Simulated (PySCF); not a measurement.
CaH2O2, SMILES [OH][Ca][OH]. Atoms are numbered in the order given.

```xyz
5

Ca     0.0000     0.0000     0.0197
O      0.0000     2.0384    -0.0190
O      0.0000    -2.0384    -0.0190
H      0.0000     2.9931    -0.0455
H      0.0000    -2.9931    -0.0455
```
Charge 0, spin multiplicity 1.

Geometry optimised at B3LYP-D3(BJ)/def2-TZVP. One conformer was computed; it need not be the lowest.

The numbers are results of PBE/def2-TZVPD in PySCF, not measurements.

Mulliken values depend strongly on the basis, most of all with diffuse functions as here. Atomic charges (e):

```
atom  Mulliken  meta-Löwdin
----  --------  -----------
Ca1       1.42            …
O2       -0.88            …
O3       -0.88            …
H4        0.17            …
H5        0.17            …
```

Problem. Fill in the missing entries. (The exact figures need the calculation; the answer reports its results.)

Solution. 
- Ca1, meta-Löwdin: 1.67
- O2, meta-Löwdin: -1.15
- O3, meta-Löwdin: -1.15
- H4, meta-Löwdin: 0.31
- H5, meta-Löwdin: 0.31
